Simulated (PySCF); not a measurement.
**Checking a proposed structure**

A compound C₆H₇F₃ gives the data below (simulated from a calculation) and was assigned the structure `C=C/C=C\CC(F)(F)F`.

$^{13}$C{$^{1}$H} NMR (computed): δ 134.9 (CH), 133.7 (CH), 93.5 (CH), 92.3 (CH), 92.0 (CH), 32.8 (CH2).

$^{1}$H NMR (300 MHz, computed): δ 6.12 (m, 1H), 6.07 (m, 1H), 5.44 (m, 1H), 5.25 (m, 1H), 4.70 (m, 1H), 3.04 (m, 1H), 2.59 (m, 1H).

- coordinates at the GFN2-xTB level
- PBE0/pcSseg-1 with gauge-including orbitals
- program: PySCF
- in vacuum, a single conformation, no relativistic terms

Chemical shifts δ = σref − σ; TMS for $^{1}$H and $^{13}$C, all at this level.

**Question.** Compare with the shifts computed for the proposed structure, pairing carbons in order of shift.

**Answer.** Atoms are numbered as in `[CH2:1]=[CH:2]/[CH:3]=[CH:4]\[CH2:5][C:6]([F:7])([F:8])[F:9]` (H(Xn): hydrogen on atom n).

```csv
atom,computed for proposal,given list,difference
C3,143.3,134.9,+8.4
C2,138.4,133.7,+4.7
C6,135.0,93.5,+41.5
C1,128.9,92.3,+36.6
C4,128.0,92.0,+36.0
C5,38.0,32.8,+5.2
```

The rms difference is 27.3 ppm and the largest +41.5 ppm at C6 (CF3 carbon). The carbon types in order of shift don't match either: CH, CH, C, CH2, CH, CH2 for the proposal against CH, CH, CH, CH, CH, CH2 in the data. The proposal doesn't fit.

**Question.** Which isomer fits?

**Answer.** `InChI=1S/C6H7F3/c7-4-2-1-3-5(8)6(4)9/h1-2,4-6H,3H2/t4-,5+,6-/m1/s1`.

Carbon types of the structure: 5 × CH, 1 × CH2, which accounts for all hydrogens. δC 134.9, 133.7: alkene CH; the olefinic region. δC 93.5, 92.0: sp3 CH bonded to F; pulled downfield by the heteroatom. δC 92.3: allylic sp3 CH bonded to F; deshielded by the electronegative neighbour. δH 6.12, 6.07: hydrogen on an alkene CH; attached to an sp2 carbon and in the plane of the double bond.

Other isomers checked: C=CC(=C)CC(F)(F)F (rms 27.5 ppm); FC=C1CC(C(F)F)C1 (rms 38.0 ppm).

The shifts were computed for this structure.

Splittings by $^{19}$F in the carbon and heteronuclear signals aren't shown, as no couplings were computed. Shifts are as computed. Against solution values, carbons near 30 ppm lie about +3 ppm off and those near 130 ppm about +5 ppm. Of 1211 compounds with measured shifts, 218 miss one by over three times the rms of a fit or turn the order of signals round; such compounds aren't used in these exercises. No couplings were computed; multiplicities are counted from neighbouring protons, with m where these are inequivalent, close in shift, in a saturated or five-membered ring or joined by F or P, and br s for small geminal =CH2 splittings.
